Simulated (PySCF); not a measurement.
## Unknown compound

An unknown has the formula C₂H₄F₂Si. Its calculated NMR data are:

$^{1}$H NMR (300 MHz, computed): δ 6.48 (m, 1H), 4.20 (m, 3H).

$^{13}$C{$^{1}$H} NMR (computed): δ 154.1 (C), 152.4 (CH).

[PySCF 2.14: GFN2-xTB structure; NMR shieldings at PBE0/pcSseg-1/GIAO; single conformer; non-relativistic Hamiltonian; isolated molecule; rapidly exchanging positions averaged]

Chemical shifts δ = σref − σ; $^{1}$H and $^{13}$C against TMS, all at this level.

Deduce the structure.

Answers


- The formula gives 1 degree of unsaturation (no ring in the answer).
- 2 carbon signals for 2 carbons: no two carbons are equivalent.
- Carbon types of the structure: 1 × C, 1 × CH, leaving 3 H on heteroatoms.
- δC 154.1: fully substituted alkene carbon; as expected for a trigonal carbon in a double bond.
- δC 152.4: alkene CH; an sp2 carbon of a C=C bond.
- δH 6.48: hydrogen on an alkene CH; a vinylic proton, deshielded by the sp2 carbon and the C=C anisotropy.
- δH 4.20: hydrogen on a silicon bonded to C.

These data were computed for SMILES F/C=C(\F)[SiH3].

The shifts were computed for this structure.

Splittings by $^{19}$F in the carbon and heteronuclear signals aren't shown, as no couplings were computed. Shifts are as computed. Against solution values, carbons near 30 ppm lie about +3 ppm off and those near 130 ppm about +5 ppm. Of 1309 compounds with measured shifts, 239 miss one by over three times the rms of a fit or turn the order of signals round; such compounds aren't used in these exercises. No couplings were computed; multiplicities are counted from neighbouring protons, with m where these are inequivalent, close in shift, in a saturated or five-membered ring or joined by F or P, and br s for small geminal =CH2 splittings.
